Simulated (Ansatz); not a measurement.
```yaml
crystal:
  periodic: [false, false, false]
  atoms:
    - {symbol: O, position_ang: [-0.620855, 0.913332, -1.722361]}
    - {symbol: Ge, position_ang: [-0.131246, -0.304943, -0.537810]}
    - {symbol: O, position_ang: [1.303287, -1.099068, -1.171733]}
    - {symbol: F, position_ang: [-1.458718, -1.440271, -0.560239]}
    - {symbol: Si, position_ang: [0.260836, 0.437980, 1.687677]}
    - {symbol: H, position_ang: [-1.558750, 0.856092, -1.925017]}
    - {symbol: H, position_ang: [1.287020, -1.172401, -2.130624]}
    - {symbol: H, position_ang: [-1.003564, 1.013954, 2.205777]}
    - {symbol: H, position_ang: [0.679957, -0.725096, 2.504923]}
    - {symbol: H, position_ang: [1.325133, 1.469221, 1.652308]}
basis:
  gaussian: {orbitals: cc-pVDZ, final_grid: {core_spheres: 1, valence_spheres: 1, degree: 1}}
hamiltonian: {xc: {name: wB97M-V}}
```

```sh
$ ansatz run in.yaml --threads 4 --pin off --events-out ev --progress --plain --max-ram 10444MiB
```

Output, abridged:

```
Functional definition: wB97M-V
1109 factors; integrals over basis functions are off by at most 1.3e-3 eV
312 factors; integrals over basis functions are off by at most 6.8e-6 eV
mean field evaluation 1: about -71276.8246 eV, gradient 6.4e1 eV
mean field evaluation 2: about -71275.6521 eV, gradient 7.2e1 eV
mean field evaluation 4: about -71284.0226 eV, gradient 1.5e0 eV
mean field evaluation 16: about -71269.5315 eV, gradient 7.0e-2 eV
mean field -71269.53159817 eV, -2619.1069780091 hartree, gradient 4.9e-5 eV, S^2 0.000000; 0 other end points of the search recorded, 0 dependent functions left out
reference -71269.53178674 eV, -2619.1069849391 hartree; 38, 38 occupied and 74, 74 virtual orbitals, 1109 factors
Total energy: -71269.53178674 eV, -2619.1069849391 hartree
```

(1) Something in this input is off. What?

Results:

(1) The integration grid is far too coarse. Self-consistency was reached. The result belongs to that input, not to the molecule as meant.
